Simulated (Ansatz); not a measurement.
Ideal-gas functions of CH₄FNSi (`F[SiH]1CN1`) at 298.15 K and 1 bar, from an Ansatz frequency run at PBE0-D4/def2-TZVP.

Molar mass 77.13 g/mol, point group C1 (symmetry number 1), electronic degeneracy 1, moments of inertia 34.895, 110.208, 115.086 u Å². Harmonic wavenumbers (cm⁻¹, unscaled): 251, 263, 374, 615, 718, 779, 799, 852, 902, 996, 1078, 1120, 1196, 1474, 2301, 3079, 3154, 3658.

Use S(trans) = R[1.5 ln M + 2.5 ln T − 1.1517]; rotational temperatures θ = 24.2544 K / I; S(rot) = R[ln(√π/σ · √(T³/θAθBθC)) + 1.5]; for each mode x = 1.438777 ν̃/T, S = R[x/(eˣ − 1) − ln(1 − e⁻ˣ)] and H = RT x/(eˣ − 1); 1 cm⁻¹ = 0.0119627 kJ/mol; R = 8.31446 J/(mol·K).

Task: By hand: the entropy, in J/(mol·K).

Result: Translation 163.1. Rotation: θ = 0.6951, 0.2201, 0.2108 K, giving 102.6. Vibration, mode by mode: 7.21, 6.87, 4.45, 1.78, 1.19, 0.94, 0.87, 0.71, 0.58, 0.40, 0.29, 0.24, 0.18, 0.05, 0.00, 0.00, 0.00, 0.00, in all 25.8. Electronic 0.0. Sum 291.5 J/(mol·K).

Task: By hand: H − E and G − E in kJ/mol, counted from the electronic energy.

Result: Zero-point energy ½ × 23609 × 0.0119627 = 141.2; thermal vibration 5.1; translation, rotation and pV give 4 RT = 9.9. H − E = 156.2 kJ/mol, and G − E = 156.2 − 298.15 × 291.5/1000 = 69.3 kJ/mol.

Vibration gives 9 % of the entropy. The sum counts one conformer and one mirror image; others add a mixing term.
